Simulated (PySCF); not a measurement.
Species: C6H5S2 (doublet state).
Cartesian coordinates in Å at the GFN2-xTB level; atoms count from 1:
```xyz
13
C6H5S2 angstrom
C      3.126   -0.586    0.119
C      1.715   -0.316    0.189
C      0.519   -0.089    0.231
C     -0.810    0.165    0.309
C     -1.890    0.331   -0.712
C     -2.948    0.571    0.322
S     -4.532    0.869    0.239
S     -1.840    0.411    1.697
H      3.301   -1.659    0.023
H      3.565   -0.083   -0.743
H      3.616   -0.231    1.025
H     -1.748    1.175   -1.392
H     -2.078   -0.556   -1.324
```

As a line formula: `CC#C[C]1CC(=S)S1` [radical].

Computed, not measured: UKS B3LYP, pcH-1 on C H S, non-relativistic, mean-field spin-orbit, GIAO (PySCF 2.14.0). Isolated species at its GFN2-xTB geometry, gas phase. GFN2-xTB frequencies show an imaginary mode (28i cm⁻¹), so this geometry is no minimum at that level. Couplings are sensitive to structure, and on GFN2-xTB geometries they can be far from those on DFT ones. The SCF solution wasn't tested for stability.

(1) What is the g tensor, term by term?

(2) Average each term over the three axes. Which is largest in size?

(3) What effective moment and Curie constant follow for a powder?

(4) In a frozen sample, at which fields do the three g values resonate at 9.5, 34, 94 and 263 GHz (hyperfine left aside), and which band first spreads them over more than twice a line width of 0.3 mT?

Answers

(1) 
```
                    Δg (ppt)      1      2      3
relativistic mass correction  -0.16  -0.16  -0.16
            gauge correction   0.04   0.00   0.03
   orbital Zeeman/spin–orbit  -0.97  -0.17   8.82
                       total  -1.10  -0.34   8.69
```

So g = 2.00122, 2.00198, 2.01101 and g_iso = 2.00474; the tensor is close to axial: the two nearest values differ by 8 % of g3 − g1. 

(2) The orbital-Zeeman/spin–orbit term 2.56, the mass correction -0.16 and the gauge correction 0.02 ppt, for a total of 2.42 ppt. The orbital-Zeeman/spin–orbit term is the largest in size. The mass correction is the same along every axis, so the anisotropy comes from the other two: their spans along these axes are 0.04 (gauge) and 9.79 ppt (orbital Zeeman/spin–orbit).

(3) With the mean of g² = 4.0190 and S(S+1) = 0.75: μ_eff = √(⟨g²⟩S(S+1)) = 1.736 μB and χT = 0.12505·⟨g²⟩·S(S+1) = 0.377 cm³ K/mol (cgs; spin-Hamiltonian part alone).

(4) 
| band | GHz | B(g3) mT | B(g2) mT | B(g1) mT | spread mT |
| --- | --- | --- | --- | --- | --- |
| X | 9.5 | 337.52 | 339.04 | 339.17 | 1.65 |
| Q | 34.0 | 1207.96 | 1213.41 | 1213.87 | 5.91 |
| W | 94.0 | 3339.66 | 3354.72 | 3356.00 | 16.34 |
| J | 263.0 | 9343.95 | 9386.07 | 9389.66 | 45.71 |

The spread grows in proportion to the frequency. X band is the first where it exceeds 0.6 mT.

The Mulliken spin populations are largest on C4 (+0.63), C2 (+0.46), C3 (-0.21) and S7 (+0.09). The angles at C4 add up to 360.0°, so it is planar.

The HOMO–LUMO gaps are 2.91 eV among the α and 3.66 eV among the β orbitals.
